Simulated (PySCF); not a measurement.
2,5-dimethylaniline: adiabatic energies of losing or gaining an electron at several levels

Structure: `Cc1ccc(C)c(N)c1` (C8H11N).

All levels share the PBE0-D3(BJ)/def2-SVP structures and the GFN2-xTB thermal terms; only the single-point energies (PySCF) change. Values are adiabatic energies of losing or gaining an electron (0 K, eV).

Measured (NIST Chemistry WebBook): adiabatic ionisation energy 7.20 eV.

| level | ionisation energy to the radical cation | time |
| --- | --- | --- |
| HF/ma-def2-SVP | 5.95 | 37 s |
| TPSS-D3(BJ)/def2-SVPD (grid 3) | 6.99 | 9.6 min |
| HSE06/6-311+G** (grid 2, conv 1e-06) | 7.11 | 3.6 min |
| ωB97X-D3(BJ)/ma-def2-SVP | 7.29 | – |

Times are wall times for all single points of a level on 1 thread of Intel Xeon Platinum 8488C, a shared host; the dash marks the run that also made the structures. HSE06, TPSS ran on a slower path of this set-up, which computes the density-fitting integrals anew in every SCF cycle while the other levels store them. So the times needn't show the usual order of cost, and those levels read slower than they are.

Hartree-Fock leaves out electron correlation, so its ionisation energies and electron affinities from energy differences come out too low, often by 1 eV or more.

The spread: 1.34 eV, from 5.95 to 7.29.

Caveats: ma-def2-SVP is a small basis, whose errors can reach tens of kJ/mol.
